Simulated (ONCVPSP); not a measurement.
## What the settings do to the ONCV potential of tantalum

Base potential:

```
Element                 : tantalum (Ta)
Generator               : ONCVPSP 4.0.1
Type                    : optimised norm-conserving Vanderbilt (ONCV)
Functional              : PW91
Relativity              : scalar-relativistic
Frozen core             : [Kr] 4d10 4f14
Valence charge          : 13
Reference configuration : 5s2 5p6 5d3 6s1 (charge +1)
Partial waves           : 5s+6s: rc 1.90 bohr, ncon 4, nbas 8, qcut 7.7 1/bohr, 2 projectors; 5p: rc 1.35 bohr, ncon 5, nbas 8, qcut 5.6 1/bohr, 2 projectors, debl 0.7 Ha; 5d: rc 2.90 bohr, ncon 3, nbas 8, qcut 4.5 1/bohr, 2 projectors, debl 3.2 Ha
Local potential         : polynomial inside 0.85 bohr (lpopt 5, dvloc0 -1 Ha)
Core correction         : polynomial model core, fcfact 0.35
```

In the p channel the program set the typed energies aside and used -1.716, 0.250 Ha.

Cutoffs, loose and tight: the cutoffs (Ha) at which the residual kinetic energy of the hardest occupied pseudo-wave falls to 1 and 0.1 mHa per electron. They do not see the model core or the augmentation charge, which bear on the density cutoff. Test errors are all-electron minus pseudo excitation energies from the reference, over the configurations 5s2 5p6 5d3 6s2; 5s2 5p6 5d3 6s0; 5s2 5p6 5d2 6s0; 5s2 5p6 5d1 6s0. A dash means not determined; rows that change the core or the reference have their own tests.

A true bound ghost makes a file unfit for plane-wave use even where its test errors are small: the radial tests pick states by their node count and pass the ghost by.

| change | outcome | cutoff, loose | cutoff, tight | bound ghosts | GHOST(+) flags above zero | largest test error (meV) |
| --- | --- | --- | --- | --- | --- | --- |
| base | generated, projector energies reset by the program | 90 Ha | 107 Ha | s | p, d | +245 |
| p: qcut 6.1 | generated, projector energies reset by the program | 86 Ha | 105 Ha | s | p, d | +245 |
| core [Kr] 4d10 4f14 5s2, valence charge 11; reference 5p6 5d3.5 6s1.5; waves now 6s: rc 2.90 bohr, ncon 4, nbas 8, qcut 1.9 1/bohr, 3 projectors, debl 2.2 Ha; 5p: rc 1.50 bohr, ncon 4, nbas 8, qcut 6.3 1/bohr, 1 projector; 5d: rc 1.70 bohr, ncon 5, nbas 8, qcut 5.9 1/bohr, 2 projectors, debl 2.9 Ha; local potential polynomial inside 1.30 bohr (lpopt 5, dvloc0 -1 Ha) | generated | 20 Ha | 82 Ha | s | s | +50 |
| s: ncon 5, nbas 9 | generated, projector energies reset by the program | 90 Ha | 107 Ha | s | p, d | +245 |
| s: qcut 5.1; p: qcut 3.7; d: qcut 3 | generated, projector energies reset by the program | 92 Ha | 108 Ha | s | p, d | +1023 |
| all radii but the core radius scaled by about 1.13 (s 2.16, p 1.54, d 3.28 bohr); local potential polynomial inside 0.96 bohr (lpopt 5, dvloc0 -1 Ha) | generated, projector energies reset by the program | 67 Ha | 81 Ha | s | p, d | +482 |
| reference 5s2 5p6 5d3 6s2 | generated, projector energies reset by the program | 90 Ha | 107 Ha | s | p, d | -272 |
| p: qcut 6.3 | generated, projector energies reset by the program | 84 Ha | 103 Ha | s | p, d | +245 |
| core correction polynomial model core, fcfact 1.04 | generated, projector energies reset by the program | 90 Ha | 107 Ha | s | p, d | +245 |
| d: rc 2.08 | generated, projector energies reset by the program | 90 Ha | 107 Ha | s | p, d | -81 |
| d: rc 2.12 | generated, projector energies reset by the program | 90 Ha | 107 Ha | s | p, d | -73 |
| local potential polynomial inside 1.15 bohr (lpopt 5, dvloc0 0 Ha) | generated, projector energies reset by the program | 90 Ha | 107 Ha | none | s, d | +245 |
| core correction Teter function, fcfact 4.25, rcfact 1.25 | generated, projector energies reset by the program | 90 Ha | 107 Ha | s | p, d | +343 |
